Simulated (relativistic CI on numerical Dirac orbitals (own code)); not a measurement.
**Cs⁴⁺: computed level list**

Computed by Dirac-Coulomb-Breit CI, KLI orbitals optimised for each configuration, a model potential for QED, valence Slater integrals scaled by 0.85, P86 correlation energy added to each configuration (own radial code, finite nucleus).

Configuration list (outside the closed core [Kr] 4d10): 5s²5p³, 5s5p⁴, 5s²5p²5d, 5p⁵, 5s5p³5d, 5s²5p²4f, 5s²5p²5f, 5s²5p²6s, 5s²5p²5g, 5s²5p²6p, 5s²5p4f5d, 5s5p³5f, 5s²5p5d², 5s²5d³, 5s5p5d³, 5s²4f5d², 5s²5d²5f, 5s²5d²6s. Double excitations out of closed p, d and f shells are left out; levels of such configurations are missing from the list, as are those of other unlisted configurations, and high levels can miss mixing partners. These lack a partner that the ground configuration has and come out too high: 5s²5p²5g, 5s²5p²6p, 5s5p³5f.

The lowest level is 5s²5p³ ⁴S°3/2, with 77 % of that term; Hund's rules for 5s²5p³ give ⁴S° with J = 3/2, in agreement.

```csv
No.,Configuration,Term,J,E (eV),%,Next component (%),Landé g,jj configuration (%)
1,5s²5p³,⁴S°,3/2,0.0000,77,15 ²P°,1.827,5p3/2 (66)
2,5s²5p³,²D°,3/2,1.8555,69,15 ⁴S°,1.056,5p1/2 5p3/2^2 (71)
3,5s²5p³,²D°,5/2,2.5128,97,2 5s5p³5d ²D°,1.200,5p1/2 5p3/2^2 (97)
4,5s²5p³,²P°,1/2,3.8649,97,1 5p⁵ ²P°,0.665,5p1/2 5p3/2^2 (97)
5,5s²5p³,²P°,3/2,5.1278,68,22 ²D°,1.252,5p3/2^3 (90)
6,5s5p⁴,⁴P,5/2,14.7432,85,10 5s²5p²5d ⁴P,1.579,5s 5p3/2^2 (76)
7,5s5p⁴,⁴P,3/2,15.8782,84,11 5s²5p²5d ⁴P,1.697,5s 5p1/2 5p3/2^3 (65)
8,5s5p⁴,⁴P,1/2,16.2116,81,11 5s²5p²5d ⁴P,2.615,5s 5p3/2^2 (40)
9,5s5p⁴,²D,3/2,18.2695,60,22 5s²5p²5d ²D,0.891,5s 5p1/2 5p3/2^3 (39)
10,5s5p⁴,²D,5/2,18.7925,69,24 5s²5p²5d ²D,1.220,5s 5p1/2 5p3/2^3 (65)
11,5s²5p²5d,²P,3/2,20.2127,32,24 ⁴F,0.981,5p1/2^2 5d3/2 (51)
12,5s²5p²5d,⁴F,3/2,20.5929,57,24 ²P,0.784,5p1/2 5p3/2 5d3/2 (47)
13,5s²5p²5d,²P,1/2,20.5996,31,27 5s5p⁴ ²S,1.173,5s 5p3/2^2 (27)
14,5s²5p²5d,⁴F,5/2,20.8376,66,22 ⁴D,1.115,5p1/2^2 5d5/2 (53)
15,5s²5p²5d,⁴F,7/2,21.6633,81,16 ⁴D,1.260,5p1/2 5p3/2 5d5/2 (80)
16,5s²5p²5d,²F,5/2,21.7136,69,18 ⁴F,0.952,5p1/2 5p3/2 5d3/2 (81)
17,5s²5p²5d,⁴D,1/2,21.9191,60,22 5s5p⁴ ²S,0.723,5p1/2 5p3/2 5d3/2 (59)
18,5s²5p²5d,²F,7/2,22.1689,49,37 ⁴D,1.238,5p1/2 5p3/2 5d3/2 (50)
19,5s²5p²5d,⁴F,9/2,22.3250,80,19 ²G,1.290,5p1/2 5p3/2 5d5/2 (76)
20,5s²5p²5d,⁴D,3/2,22.3340,81,9 ⁴F,1.137,5p1/2 5p3/2 5d3/2 (41)
21,5s²5p²4f,⁴G°,5/2,22.6176,63,15 ²F°,0.738,5p1/2^2 4f5/2 (81)
22,5s²5p²5d,⁴D,1/2,22.6643,31,27 ²P,0.833,5p3/2^2 5d5/2 (44)
23,5s²5p²5d,⁴D,5/2,22.7796,55,26 ²F,1.206,5p1/2 5p3/2 5d5/2 (62)
24,5s²5p²4f,⁴G°,7/2,22.9180,38,23 ⁴D°,1.139,5p1/2^2 4f7/2 (76)
25,5s²5p²4f,⁴G°,7/2,23.8400,50,26 ⁴D°,1.087,5p1/2 5p3/2 4f5/2 (67)
26,5s²5p²5d,⁴D,7/2,23.8521,36,31 ²G,1.176,5p3/2^2 5d5/2 (45)
27,5s²5p²4f,²D°,5/2,23.9221,48,27 ⁴G°,1.036,5p1/2 5p3/2 4f5/2 (89)
28,5s²5p²4f,⁴G°,9/2,23.9646,84,11 ⁴F°,1.186,5p1/2 5p3/2 4f7/2 (78)
29,5s²5p²4f,²G°,7/2,24.1615,64,33 ⁴D°,1.071,5p1/2 5p3/2 4f7/2 (62)
30,5s²5p²4f,⁴F°,3/2,24.3480,51,30 ⁴D°,0.714,5p1/2 5p3/2 4f5/2 (95)
31,5s²5p²4f,⁴D°,5/2,24.3680,53,31 ²D°,1.264,5p1/2 5p3/2 4f7/2 (87)
32,5s²5p²5d,²G,7/2,24.5228,55,33 ²F,1.033,5p3/2^2 5d5/2 (54)
33,5s²5p²4f,²G°,9/2,24.5302,59,32 ⁴F°,1.179,5p1/2 5p3/2 4f7/2 (56)
34,5s²5p²4f,⁴G°,11/2,24.5733,85,13 ²H°,1.248,5p1/2 5p3/2 4f7/2 (69)
35,5s²5p²5d,⁴P,5/2,24.8385,74,8 5s5p⁴ ⁴P,1.541,5p1/2 5p3/2 5d5/2 (37)
36,5s²5p²5d,²G,9/2,24.8771,79,19 ⁴F,1.155,5p3/2^2 5d5/2 (76)
37,5s²5p²5d,²D,3/2,24.8875,38,28 ⁴P,1.219,5p1/2 5p3/2 5d5/2 (45)
38,5s²5p²4f,⁴D°,3/2,24.9663,57,25 ²D°,1.021,5p1/2 5p3/2 4f5/2 (48)
39,5s²5p²4f,⁴D°,1/2,25.0102,91,8 ²P°,0.050,5p1/2 5p3/2 4f5/2 (60)
40,5s²5p²4f,⁴F°,7/2,25.0266,52,41 ²F°,1.185,5p1/2 5p3/2 4f7/2 (67)
41,5s²5p²4f,⁴F°,5/2,25.0474,49,31 ²F°,1.029,5p1/2 5p3/2 4f5/2 (78)
42,5s²5p²5d,²D,3/2,25.1787,37,19 5s5p⁴ ²P,1.200,5p1/2 5p3/2 5d5/2 (38)
43,5s²5p²5d,⁴P,1/2,25.2067,52,30 ²P,1.987,5p1/2 5p3/2 5d3/2 (78)
44,5s²5p²4f,²D°,3/2,25.6043,61,31 ⁴F°,0.697,5p1/2 5p3/2 4f7/2 (34)
45,5s²5p²5d,²P,3/2,25.6509,27,25 5s5p⁴ ²P,1.325,5p1/2 5p3/2 5d5/2 (26)
46,5s²5p²4f,²G°,9/2,25.8904,47,27 ²H°,1.107,5p1/2 5p3/2 4f7/2 (42)
47,5s²5p²6s,⁴P,1/2,26.0369,51,16 ²P,1.957,5p1/2^2 6s (70)
48,5s²5p²4f,²G°,7/2,26.1322,50,44 ²F°,1.018,5p1/2 5p3/2 4f5/2 (53)
49,5s²5p²5d,²D,5/2,26.1962,73,19 ²F,1.133,5p1/2 5p3/2 5d5/2 (36)
50,5s²5p²4f,²F°,5/2,26.2745,71,13 ⁴F°,0.930,5p1/2 5p3/2 4f7/2 (56)
51,5s²5p²5d,²P,1/2,26.3892,45,22 5s²5p²6s ⁴P,1.597,5p3/2^2 5d3/2 (42)
52,5s²5p²4f,²G°,9/2,26.5362,47,32 ⁴F°,1.158,5p3/2^2 4f7/2 (73)
53,5s²5p²4f,²F°,7/2,26.5703,38,21 ⁴F°,1.144,5p3/2^2 4f5/2 (50)
54,5s²5p²4f,²F°,5/2,26.7430,60,21 ²D°,0.950,5p3/2^2 4f5/2 (62)
55,5s²5p²5d,²D,5/2,27.1619,65,24 ²F,1.130,5p3/2^2 5d5/2 (62)
56,5s²5p²5d,²D,3/2,27.2200,46,20 ²P,1.084,5p3/2^2 5d3/2 (48)
57,5s²5p²4f,²H°,11/2,27.2892,86,13 ⁴G°,1.116,5p3/2^2 4f7/2 (69)
58,5s5p⁴,²P,1/2,27.3826,37,20 5s²5p²5d ²P,1.150,5p1/2 5p3/2 5d5/2 (30)
59,5s²5p²4f,²D°,3/2,27.4674,85,6 ⁴F°,0.807,5p3/2^2 4f5/2 (49)
60,5s²5p²6s,⁴P,3/2,27.4949,87,6 ²P,1.657,5p1/2 5p3/2 6s (92)
61,5s²5p²5d,²D,5/2,27.5660,49,29 ²F,1.121,5p3/2^2 5d3/2 (33)
62,5s²5p²4f,²H°,9/2,27.6287,52,41 ²G°,1.007,5p3/2^2 4f5/2 (84)
63,5s²5p²5d,²F,7/2,27.8343,93,3 ²G,1.136,5p3/2^2 5d3/2 (54)
64,5s²5p²6s,²P,1/2,28.1454,67,12 ⁴P,1.041,5p1/2 5p3/2 6s (76)
65,5s²5p²4f,²D°,5/2,28.1630,72,19 ²F°,1.133,5p3/2^2 4f7/2 (76)
66,5s²5p²5d,²P,3/2,28.1749,31,19 ²D,1.186,5p3/2^2 5d5/2 (42)
67,5s²5p²4f,²F°,7/2,28.2349,69,27 ²G°,1.074,5p3/2^2 4f7/2 (53)
68,5s²5p²6s,⁴P,5/2,28.2588,71,25 ²D,1.484,5p1/2 5p3/2 6s (80)
69,5s²5p²4f,²P°,1/2,28.4720,90,8 ⁴D°,0.613,5p3/2^2 4f5/2 (60)
70,5s²5p²4f,²P°,3/2,28.5186,87,6 ²D°,1.292,5p3/2^2 4f7/2 (49)
```

Energies count from the lowest computed level; ° marks odd parity. Filled j subshells are mostly left out of the jj labels.

The mean weight of the leading LS term, summed over parents, in these 70 levels is 62 %, and that of the leading jj configuration (from the same eigenvectors) 61 %.

At this charge configurations can still be misplaced by up to about 7 % of their energy. Levels and lines within the n = 5 or 6 shells can be off by up to 10 % or somewhat more, and those that change n by about 2 %, since core polarisation is missing. 19 of the 44 excited levels that our extract of the measured tables holds in this range could be paired (the sources list more); they are missed by 7619 cm⁻¹ on average and 12716 at most, and levels without a partner can miss by more. The lowest levels of unpaired configurations miss by +5010 (5s 5p4). Levels that differ in their count of f electrons can be misplaced by several ten thousand cm⁻¹, since the correlation energy of f electrons is missing or only estimated; rates across such gaps can be off by orders of magnitude.

LS names give the leading component of a level, which can be under half, so a name can repeat, a term be missing and a line seem to break the LS rules.
